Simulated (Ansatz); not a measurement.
```yaml
crystal:
  periodic: [false, false, false]
  atoms:
    - {symbol: C, position_ang: [-3.106969, 1.114758, 0.447421]}
    - {symbol: Si, position_ang: [0.155997, 0.471102, -0.455630]}
    - {symbol: C, position_ang: [2.301093, 0.626897, 2.434006]}
    - {symbol: C, position_ang: [0.679791, -2.328844, -2.302506]}
    - {symbol: Cl, position_ang: [1.277851, 3.596597, -2.716404]}
    - {symbol: H, position_ang: [-3.506137, 2.821393, 1.517952]}
    - {symbol: H, position_ang: [-3.905432, -0.575189, 1.554290]}
    - {symbol: H, position_ang: [-4.404411, 1.148338, -1.314113]}
    - {symbol: H, position_ang: [2.017501, 2.453266, 3.469363]}
    - {symbol: H, position_ang: [4.282741, 0.361970, 1.976845]}
    - {symbol: H, position_ang: [1.795737, -0.906635, 3.573845]}
    - {symbol: H, position_ang: [0.145794, -4.065533, -1.248300]}
    - {symbol: H, position_ang: [2.761444, -2.605826, -2.940727]}
    - {symbol: H, position_ang: [-0.468630, -2.367568, -3.990710]}
basis:
  gaussian: {orbitals: "6-31++G**", point_charges: [{charge: 2.00, position_ang: [4.805, 0.867, 0.588]}]}
hamiltonian: {xc: {name: r2SCANh}, dispersion: d3bj}
accuracy: high
output: {forces: true}
```

```sh
$ ansatz run in.yaml --threads 4 --pin off --events-out ev --progress --plain --max-ram 10444MiB
```

Shortened log:

```
Warning: the engine holds no damping parameters fitted to this dispersion correction and functional, so the run takes those fitted to r2scanh beside the three-body term, which d3bj leaves out (hamiltonian.dispersion, under Limitations)
Functional definition: r2SCANh
3404 factors; integrals over basis functions are off by at most 4.8e-9 eV
mean field evaluation 1: about -23456.2011 eV, gradient 1.3e2 eV
mean field evaluation 2: about -22041.4396 eV, gradient 4.1e2 eV
mean field evaluation 4: about -23276.6317 eV, gradient 1.7e2 eV
mean field evaluation 8: about -23608.7526 eV, gradient 2.6e1 eV
mean field evaluation 16: about -23614.5704 eV, gradient 2.4e-1 eV
mean field evaluation 64: about -23614.5515 eV, gradient 4.6e-1 eV
mean field evaluation 128: about -23614.5614 eV, gradient 3.0e-1 eV
mean field evaluation 160: about -23614.5388 eV, gradient 6.6e-1 eV
mean field -23614.57143442 eV, -867.8194936833 hartree, gradient 2.4e-8 eV, S^2 0.000000; 8 other end points of the search recorded, 0 dependent functions left out
reference -23614.57143777 eV, -867.8194938064 hartree; 29, 29 occupied and 128, 128 virtual orbitals, 3404 factors
Total energy: -23614.66949997 eV, -867.8230975262 hartree
Atom 0 at    -3.106969     1.114758     0.447421 Å, force    -2.888227     0.418166     0.765875 eV/Å
Atom 1 at     0.155997     0.471102    -0.455630 Å, force    -0.289119    -0.006490    -0.499389 eV/Å
Atom 2 at     2.301093     0.626897     2.434006 Å, force    -1.035605    -0.637209     2.196014 eV/Å
Atom 3 at     0.679791    -2.328844    -2.302506 Å, force     0.031996    -2.294090    -1.515534 eV/Å
Atom 4 at     1.277851     3.596597    -2.716404 Å, force    -0.133404    -0.868654     0.690996 eV/Å
Atom 5 at    -3.506137     2.821393     1.517952 Å, force     0.773700    -2.552401    -1.624944 eV/Å
Atom 6 at    -3.905432    -0.575189     1.554290 Å, force     1.192078     2.049644    -1.316850 eV/Å
Atom 7 at    -4.404411     1.148338    -1.314113 Å, force     1.751012     0.008456     1.987616 eV/Å
Atom 8 at     2.017501     2.453266     3.469363 Å, force     0.621098    -2.666330    -1.235122 eV/Å
Atom 9 at     4.282741     0.361970     1.976845 Å, force     1.157517     2.987851    -7.374300 eV/Å
Atom 10 at     1.795737    -0.906635     3.573845 Å, force     1.165438     2.917968    -1.614881 eV/Å
Atom 11 at     0.145794    -4.065533    -1.248300 Å, force     0.728131     2.527742    -1.356523 eV/Å
Atom 12 at     2.761444    -2.605826    -2.940727 Å, force    -2.547417     0.429804     0.811381 eV/Å
Atom 13 at    -0.468630    -2.367568    -3.990710 Å, force     1.739392     0.214837     2.619591 eV/Å
Dipole moment:    -5.933275    -1.454084    -0.977663 e Å
```

In this input the coordinates are in bohr but typed as ångström. The calculation finished and met its thresholds. The result belongs to that input, not to the molecule as meant.
